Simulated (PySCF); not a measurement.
Species: CF3C(O)NH2, C2H2F3NO.
SMILES with atom numbers: `[NH2:1][C:2](=[O:3])[C:4]([F:5])([F:6])[F:7]` (hydrogens: H8, H9 on N1)

Cartesian coordinates in Å at the PBE0-D3(BJ)/def2-SVP level; atoms count from 1:
```xyz
9
C2H2F3NO angstrom
N      1.205   -0.646   -0.167
C      0.483    0.450    0.137
O      0.918    1.519    0.487
C     -1.045    0.241    0.048
F     -1.609    1.237   -0.614
F     -1.564    0.194    1.270
F     -1.359   -0.907   -0.575
H      2.214   -0.584   -0.111
H      0.771   -1.497   -0.494
```

Computed at PBE0/pcSseg-1 (PySCF, non-relativistic), with Q(14N) = 0.02044 b, Q(17O) = −0.0256 b: N1, 14N (I = 1): χzz = -4.347 MHz, η = 0.088; O3, 17O (I = 5/2): χzz = 9.801 MHz, η = 0.054.

Problem. Where would the pure quadrupole (NQR) lines of 14N at N1 fall for the rigid, isolated species?

Solution. From ν± = (3/4)|χ|(1 ± η/3) and ν0 = |χ|η/2: ν+ 3.356 MHz, ν− 3.165 MHz, ν0 0.191 MHz (amide nitrogen).

Problem. Find the zero-field quadrupole resonance frequencies of 17O at O3.

Solution. From the eigenvalues of H = χ/[4I(2I − 1)] × [3Iz² − I(I + 1) + η(Ix² − Iy²)], steps between neighbouring levels, labelled as for η = 0: ±1/2↔±3/2 1.475 MHz, ±3/2↔±5/2 2.939 MHz (amide oxygen).

In a crystal, neighbours and librations shift these lines. The basis is small and wasn't made for field gradients, so the couplings can be 20 % off.

One conformer stands for the species.
